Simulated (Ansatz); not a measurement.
The same redistribution along the group Si, Ge, Sn.

Program: Ansatz. Geometries: PBE0-D4/def2-TZVP. ΔE: electronic, gas phase. CBS: MP2 limit from def2 TZ/QZ plus the TZ coupled-cluster correction, frozen cores. DFT in def2-TZVPP. Elements past krypton have def2 core potentials. For Br, Ge, In, Sn outer-core shells are correlated without core-valence functions, which leaves a few kJ/mol of doubt a bond. Scalar relativity is left out up to krypton. One conformer a species, not always the lowest.

```json
{"reaction": "`Br[Si]Br` + `[OH][In]([F])[Br]` → `O[Si]Br` + `[F][In]([Br])[Br]`", "CCSD(T)/CBS(def2) (kcal/mol)": "-29.0"}
{"reaction": "`[Br][Ge][Br]` + `[OH][In]([F])[Br]` → `[OH][Ge][Br]` + `[F][In]([Br])[Br]`", "CCSD(T)/CBS(def2) (kcal/mol)": "-16.7"}
{"reaction": "`[Br][Sn][Br]` + `[OH][In]([F])[Br]` → `[OH][Sn][Br]` + `[F][In]([Br])[Br]`", "CCSD(T)/CBS(def2) (kcal/mol)": "?"}
```

(1) Fill in the missing values. (Estimate.)

Largest T1 diagnostic: 0.015, for `[OH][Sn][Br]`.

Answers

(1) Ansatz gave: `[Br][Sn][Br]` + `[OH][In]([F])[Br]` → `[OH][Sn][Br]` + `[F][In]([Br])[Br]`: -5.3 kcal/mol.
